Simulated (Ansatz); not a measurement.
**C3H6GeN2S: where a starting geometry ends**

The starting geometry of this gas-phase singlet was optimised with GFN2-xTB; its bonds are those of `Sn1cnc[c]1[GeH3]`.

```xyz
13

C    -1.6143   -1.1943   -2.7933
C    -0.0612   -2.2187   -1.7637
C     0.1366   -0.8947   -1.4863
Ge    1.4250    0.1076   -0.4627
N    -0.8835   -0.2455   -2.1537
N    -1.1462   -2.3823   -2.5686
S    -1.0607    1.4462   -2.1905
H    -1.8704    1.5508   -1.1229
H    -2.4693   -0.9595   -3.3949
H     0.5098   -3.0635   -1.4317
H     2.3844   -0.8492    0.1511
H     2.1535    1.0748   -1.3320
H     0.7333    0.8733    0.6188
```

Q: Predict what becomes of its bonds when it is optimised with PBE-D3(BJ)/def2-SVP.

A: It keeps its bonds, and is `Sn1cnc[c]1[GeH3]`.

The energy falls by 0.24 eV over 8 steps:

```
step  E − E(last) (eV)
   1             0.235
   2             0.025
   3             0.002
   4             0.001
   5             0.000
   6             0.000
   7             0.000
   8             0.000
```

Final geometry (Å):

| atom | x (Å) | y (Å) | z (Å) |
| --- | --- | --- | --- |
| C | -1.6424 | -1.2160 | -2.8091 |
| C | -0.0428 | -2.1942 | -1.7588 |
| C | 0.1391 | -0.8421 | -1.4909 |
| Ge | 1.4706 | 0.0989 | -0.4358 |
| N | -0.9147 | -0.2251 | -2.1776 |
| N | -1.1380 | -2.4095 | -2.5699 |
| S | -1.2061 | 1.4752 | -2.2784 |
| H | -1.9704 | 1.5817 | -1.1463 |
| H | -2.5220 | -0.9758 | -3.4215 |
| H | 0.5747 | -3.0283 | -1.4000 |
| H | 2.3924 | -0.9910 | 0.1626 |
| H | 2.2986 | 1.0700 | -1.3138 |
| H | 0.7982 | 0.9011 | 0.7090 |

The end wasn't checked by frequencies. Run with Ansatz 0.2.0, 54 s on 2 threads of Intel(R) Xeon(R) Processor @ 2.50GHz (Skylake/Cascade Lake), on a shared host.
